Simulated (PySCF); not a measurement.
B3LYP has the VWN-RPA correlation part, as in Gaussian. Delta-SCF ions had no search for a lower state. Excitations are Tamm–Dancoff values on a coarser integration grid. The basis has no diffuse functions, so Rydberg states are missing or too high.

Cartesian coordinates (Å):
```xyz
8

B     -1.4042    -0.0606     0.0002
B      0.2184    -0.4244    -0.0143
N      1.3009     0.4449    -0.1379
H     -2.0700    -0.0729    -0.9944
H     -2.0058     0.1334     1.0167
H      0.4881    -1.5948     0.0971
H      2.2578     0.1316    -0.1364
H      1.2148     1.4427    -0.2369
```
Charge 0, spin multiplicity 1.

**Question.** What is the computed vertical ionisation energy (Delta-SCF), total energy, HOMO, S1 excitation (TDA), LUMO, S1–T1 gap (TDA), T1 excitation (TDA) and S1 oscillator strength (B3LYP-D3(BJ)/def2-TZVP (PySCF))?

**Answer.** 
```
Property                                      Result
--------------------------------------  ------------
vertical ionisation energy (Delta-SCF)      10.37 eV
total energy                            -107.5167 Ha
HOMO                                        -7.72 eV
S1 excitation (TDA)                          4.62 eV
LUMO                                        -1.79 eV
S1–T1 gap (TDA)                              0.79 eV
T1 excitation (TDA)                          3.82 eV
S1 oscillator strength                         0.011
```
